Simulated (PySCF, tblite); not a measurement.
Isomers of C4H10O2P2, one GFN2-xTB conformer each. Single-point energies are computed at PBE0/pcSseg-1 (PySCF, gas phase, no added dispersion term), electronic only.

```csv
SMILES,GFN2-xTB relative energy (kcal/mol)
O=P1(P)CCOCC1,0.0
COCC/P=P\CO,61.9
```

Conformers: `[O:1]=[P:2]1([PH2:3])[CH2:4][CH2:5][O:6][CH2:7][CH2:8]1` with O1–P2–P3–H -46° and 46°, O1–P2–C4–C5 68°, P2–C4–C5–O6 63°, C4–C5–O6–C7 -70°, C5–O6–C7–C8 70°; `[CH3:1][O:2][CH2:3][CH2:4]/[P:5]=[P:6]\[CH2:7][OH:8]` with C1–O2–C3–C4 -179°, O2–C3–C4–P5 42°, C3–C4–P5–P6 -100°, P5–P6–C7–O8 -70°, P6–C7–O8–H -65°.

Q: What does PBE0/pcSseg-1 give for the same structures?

A: 
```
       SMILES  PBE0/pcSseg-1 E (Eh)  PBE0/pcSseg-1 (kcal/mol)  GFN2-xTB (kcal/mol)  point group
O=P1(P)CCOCC1            -990.93864                       0.0                  0.0           Cs
  COCC/P=P\CO            -990.86973                      43.2                 61.9           C1
```

Both levels put the same isomer lowest. As drawn, the lower has a P=O bond, which the higher lacks; the higher has an O–H bond, which the lower lacks.

Q: Which frontier levels, dipoles and rotational constants go with these structures?

A: 
| SMILES | HOMO (eV, PBE0/pcSseg-1) | LUMO (eV) | dipole (D) | A, B, C (MHz) |
| --- | --- | --- | --- | --- |
| O=P1(P)CCOCC1 | -7.23 | 0.04 | 1.94 | 2612, 990.5, 946.0 |
| COCC/P=P\CO | -6.67 | -2.30 | 2.80 | 1827, 939.2, 874.0 |

Q: What happens when harmonic zero-point energies from GFN2-xTB frequencies are added?

A: 
```csv
SMILES,ZPE (kcal/mol),electronic (kcal/mol),with ZPE (kcal/mol)
O=P1(P)CCOCC1,85.7,0.0,0.0
COCC/P=P\CO,87.4,43.2,45.0
```

The zero-point energies span 1.7 kcal/mol. The order is unchanged.
